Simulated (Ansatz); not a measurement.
`O[SiH2][AlH][SiH3]` + `[F][Ga]([F])[F]` → `O[SiH2][AlH][F]` + `[F][Ga]([F])[SiH3]`  (redistribution)

Calculated with Ansatz (gas phase, PBE0-D4/def2-TZVP geometries, no zero-point term in ΔE). CCSD(T)/CBS adds triple-zeta CCSD(T) − MP2 to the extrapolated MP2 energy (def2 sets, frozen cores). Functionals use def2-TZVPP. For Ga outer-core shells are correlated without core-valence functions, which leaves a few kJ/mol of doubt a bond. Scalar relativity is left out up to krypton. Each species was taken in one conformer, which may not be the lowest.

Task: Is it downhill or uphill in electronic energy at CCSD(T)/CBS, and by how much? (Best estimate.)

Result: Computed: Downhill: ΔE = -39.0 kcal/mol.

Task: What do these levels give: PBE-D4, ωB97X-V, PBE, MP2/def2-TZVPP, SCS-MP2/def2-TZVPP, CCSD/CBS(def2)? (Best estimate.)

Result: Ansatz gave: PBE-D4 -37.0, ωB97X-V -37.2, PBE -37.2, MP2/def2-TZVPP -36.6, SCS-MP2/def2-TZVPP -36.3, CCSD/CBS(def2) -39.3 kcal/mol.

Largest T1 diagnostic among the species: 0.015.
